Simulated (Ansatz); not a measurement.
C2H4AlI (`[I][Al]1[CH2][CH2]1`), relaxed with RKS PBE0-D4/def2-TZVP in Ansatz from a PBE-D4/def2-SVP geometry. The force threshold is 0.005 eV/Å; the program also tests the step.

Charge 0, multiplicity 1. I takes the def2 core potential.

Start:

```xyz
8

I    -1.002   -2.397   -2.614
Al   -0.333   -0.794   -0.859
C     0.015    0.951   -0.137
C     0.270   -0.266    0.886
H    -0.804    1.638    0.152
H     0.916    1.537   -0.405
H     1.324   -0.396    1.199
H    -0.386   -0.273    1.778
```

```
step  energy (eV)  largest force (eV/Å)  largest move (Å)
   1  -16832.8828                 0.590             0.000
   2  -16832.9148                 0.465             0.040
   3  -16832.9204                 0.029             0.015
   4  -16832.9205                 0.011             0.003
   5  -16832.9206                 0.009             0.006
   6  -16832.9206                 0.000             0.002
```

End:

```xyz
8

I    -0.994   -2.373   -2.581
Al   -0.326   -0.780   -0.848
C     0.012    0.944   -0.142
C     0.270   -0.270    0.875
H    -0.788    1.619    0.158
H     0.904    1.514   -0.396
H     1.307   -0.380    1.189
H    -0.385   -0.274    1.745
```

Hardware: 2 threads of an Arm Neoverse V2 on a shared host. Wall time 29 s, peak host memory 0.4 GiB.
